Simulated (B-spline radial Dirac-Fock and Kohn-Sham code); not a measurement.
# Internal conversion coefficients of W at 17.7 keV

Z = 74 (tungsten), transition energy 17.7 keV. Level of theory: a Dirac-Hartree-Slater potential of the neutral atom with a Latter tail (no hole, which puts coefficients of high multipoles low close above an edge), finite nucleus with surface currents; a radial atomic solver. The K shell is not open to conversion at this energy. Subshells that would emit electrons below 1 keV are left out.

The run's input, task.json:

```json
{"items": [{
  "Z": 74,
  "q": 0,
  "cfg": [[1, 0, 2], [2, 0, 2], [2, 1, 6], [3, 0, 2], [3, 1, 6], [3, 2, 10], [4, 0, 2], [4, 1, 6], [4, 2, 10], [4, 3, 14], [5, 0, 2], [5, 1, 6], [5, 2, 4], [6, 0, 2]],
  "A": 184,
  "rrms": 5.3658,
  "do": "conversion",
  "gamma": [17.7],
  "edges": {"L1": 12100.0, "L2": 11544.0, "L3": 10207.0, "M1": 2820.0, "M2": 2575.0, "M3": 2281.0, "M4": 1872.0, "M5": 1809.0, "N1": 594.1, "N2": 490.4, "N3": 423.61, "N4": 255.9, "N5": 243.5, "O1": 75.6}
}]}
```

Launch: `python xray2_run.py task.json out`

| subshell | electron energy (keV) | E1 | E4 | M1 | M3 | M4 |
| --- | --- | --- | --- | --- | --- | --- |
| L1 | 5.60 | 1.36 | 138000 | 93.9 | 573000 | 1.02e+07 |
| L2 | 6.16 | 1.93 | 2.49e+07 | 9.53 | 17500 | 302000 |
| L3 | 7.49 | 2.90 | 3.67e+07 | 1.25 | 5.75e+06 | 5.63e+08 |
| M1 | 14.88 | 0.335 | 102000 | 21.3 | 250000 | 1.10e+07 |
| M2 | 15.12 | 0.335 | 1.67e+07 | 2.30 | 11800 | 502000 |
| M3 | 15.42 | 0.521 | 1.93e+07 | 0.300 | 1.73e+06 | 2.54e+08 |
| M4 | 15.83 | 0.133 | 2.53e+07 | 0.0374 | 18400 | 2.80e+06 |
| M5 | 15.89 | 0.173 | 3.21e+07 | 0.0216 | 40800 | 6.41e+07 |
| N1 | 17.11 | 0.0849 | 34000 | 5.28 | 70500 | 3.57e+06 |
| N2 | 17.21 | 0.0765 | 4.82e+06 | 0.553 | 3380 | 166000 |
| N3 | 17.28 | 0.117 | 5.27e+06 | 0.0707 | 428000 | 6.79e+07 |
| N4 | 17.44 | 0.0288 | 6.57e+06 | 0.00883 | 4780 | 785000 |
| N5 | 17.46 | 0.0373 | 8.27e+06 | 0.00501 | 10300 | 1.66e+07 |
| N6 | 17.66 | 0.00104 | 17900 | 0.000123 | 17.9 | 19600 |
| N7 | 17.66 | 0.00128 | 32900 | 9.98e-05 | 1.02 | 17300 |
| total |  | 8.08 | 1.82e+08 | 136 | 8.98e+06 | 1.01e+09 |

Problem. For a pure E4 transition, what fraction of decays emits a photon?

Solution. 1/(1 + α) = 5.49e-09 with the total α = 1.82e+08; the total includes the outer subshells that are not listed.

Values without a named source are computed, but for edge energies of neutral atoms, which are taken from tables.
